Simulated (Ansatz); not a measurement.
```yaml
crystal:
  periodic: [false, false, false]
  atoms:
    - {symbol: N, position_ang: [-1.707232, 1.113436, -0.421524]}
    - {symbol: Si, position_ang: [-0.530790, -0.045088, -0.426053]}
    - {symbol: Ga, position_ang: [0.461827, -1.182894, 1.501768]}
    - {symbol: Te, position_ang: [2.129099, 0.799207, -0.224799]}
    - {symbol: H, position_ang: [-1.656977, 1.703126, -0.881216]}
    - {symbol: H, position_ang: [-1.964054, 1.328156, 0.509097]}
    - {symbol: H, position_ang: [-0.649448, -0.295025, -1.953189]}
    - {symbol: H, position_ang: [0.272365, -0.549624, 2.773295]}
    - {symbol: H, position_ang: [1.012066, -2.464929, 1.057238]}
    - {symbol: H, position_ang: [2.608531, 0.033980, -1.458064]}
basis:
  gaussian: {orbitals: ANO-RCC-VTZP, final_grid: {core_spheres: 5, valence_spheres: 4, degree: 11}}
hamiltonian: {xc: {name: SVWN5}}
accuracy: high
output: {forces: true}
```

```sh
$ ansatz run in.yaml --threads 4 --pin off --events-out ev --progress --plain --max-ram 10444MiB
```

Shortened log:

```
Functional definition: SVWN5
4822 factors; integrals over basis functions are off by at most 4.9e-9 eV
mean field evaluation 1: about -246927.0554 eV, gradient 9.4e1 eV
mean field evaluation 2: about -246832.4394 eV, gradient 1.8e2 eV
mean field evaluation 4: about -246940.0531 eV, gradient 2.6e1 eV
mean field evaluation 8: about -246941.9525 eV, gradient 7.7e-1 eV
mean field evaluation 16: about -246941.9717 eV, gradient 2.6e-3 eV
mean field evaluation 32: about -246941.9717 eV, gradient 3.4e-8 eV
mean field -246941.97166826 eV, -9074.9500755284 hartree, gradient 3.4e-8 eV, S^2 0.000000; 0 other end points of the search recorded, 0 dependent functions left out
reference -246941.97167605 eV, -9074.9500758147 hartree; 55, 55 occupied and 204, 204 virtual orbitals, 4822 factors
Total energy: -246941.97167605 eV, -9074.9500758147 hartree
Relativity: scalar
Atom 0 at    -1.707232     1.113436    -0.421524 Å, force    -2.439470   -21.610995    18.318332 eV/Å
Atom 1 at    -0.530790    -0.045088    -0.426053 Å, force     1.693080    -1.740111    -0.982966 eV/Å
Atom 2 at     0.461827    -1.182894     1.501768 Å, force    -0.246963     0.440177    -2.558403 eV/Å
Atom 3 at     2.129099     0.799207    -0.224799 Å, force    -1.674451     1.264942     2.699617 eV/Å
Atom 4 at    -1.656977     1.703126    -0.881216 Å, force     1.571101    23.000642   -18.412374 eV/Å
Atom 5 at    -1.964054     1.328156     0.509097 Å, force    -0.704310     0.734029     1.092223 eV/Å
Atom 6 at    -0.649448    -0.295025    -1.953189 Å, force     0.679385    -0.481853     0.689333 eV/Å
Atom 7 at     0.272365    -0.549624     2.773295 Å, force    -0.168820     0.989359     1.644184 eV/Å
Atom 8 at     1.012066    -2.464929     1.057238 Å, force     0.475967    -1.050118    -0.254868 eV/Å
Atom 9 at     2.608531     0.033980    -1.458064 Å, force     0.814483    -1.546073    -2.235077 eV/Å
Dipole moment:    -0.302696     0.162466     0.085124 e Å
```

Run time 2.7 min (4 threads of an Intel Xeon 6985P-C on a shared host); peak host memory 2.4 GiB.
